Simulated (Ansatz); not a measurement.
A search over several starts for the lowest SCF solution of the cluster Pd2Au4 at the given spin, in a small basis.

```yaml
crystal:
  periodic: [false, false, false]
  atoms:
    - {symbol: Pd, position_ang: [-1.217103, 0.939695, -0.026951]}
    - {symbol: Pd, position_ang: [-0.333320, -1.501253, 0.019928]}
    - {symbol: Au, position_ang: [2.292339, -1.971261, 0.049832]}
    - {symbol: Au, position_ang: [0.498892, 2.981967, -0.045439]}
    - {symbol: Au, position_ang: [-2.895388, -1.048438, -0.008709]}
    - {symbol: Au, position_ang: [1.654579, 0.599290, 0.011339]}
basis:
  gaussian: {orbitals: def2-SVP, initial_orbitals: start.molden}
hamiltonian: {xc: pbe, dispersion: d4}
output: {orbitals: {seedname: orbitals}}
```

The file start.molden holds the orbitals of an earlier run on this structure, at another level or in another basis.

```sh
$ ansatz run in.yaml --threads 4 --pin off --events-out ev --progress --plain --max-ram 4787MiB
```

Shortened log:

```
Functional definition: PBE
1848 factors; their error is unknown
mean field evaluation 1: about -21723.7802 eV, gradient 3.6e2 eV
mean field evaluation 2: about -21733.5648 eV, gradient 2.0e1 eV
mean field evaluation 4: about -21740.6161 eV, gradient 3.1e1 eV
mean field evaluation 8: about -21743.2032 eV, gradient 9.4e-1 eV
mean field evaluation 16: about -21738.5075 eV, gradient 4.7e1 eV
mean field evaluation 32: about -21743.1824 eV, gradient 2.1e-1 eV
mean field evaluation 64: about -21734.1517 eV, gradient 1.2e1 eV
mean field evaluation 96: about -21740.8106 eV, gradient 3.0e1 eV
mean field -21743.18251851 eV, -799.0472194970 hartree, gradient 6.5e-5 eV, S^2 0.000000; 5 other end points of the search recorded, 0 dependent functions left out
reference -21743.18256990 eV, -799.0472213852 hartree; 56, 56 occupied and 134, 134 virtual orbitals, 1848 factors
Total energy: -21743.67251598 eV, -799.0652265717 hartree
```

It took 9 s on 4 threads of Intel Xeon 6975P-C on a shared host.

In the def2 sets Au, Pd take a core potential; there is no spin–orbit coupling. The restricted singlet is unstable towards broken spin symmetry at other levels; at PBE-D4/def2-SVP this wasn't settled. No other spin state of charge 0 was run. The geometry of the singlet was relaxed on an unsound state (restricted singlet, unstable towards broken spin symmetry at other levels and untested here). Another isomer (singlet) lies 0.42 eV lower at PBE0-D4/def2-TZVP; other spin states weren't run for this one.
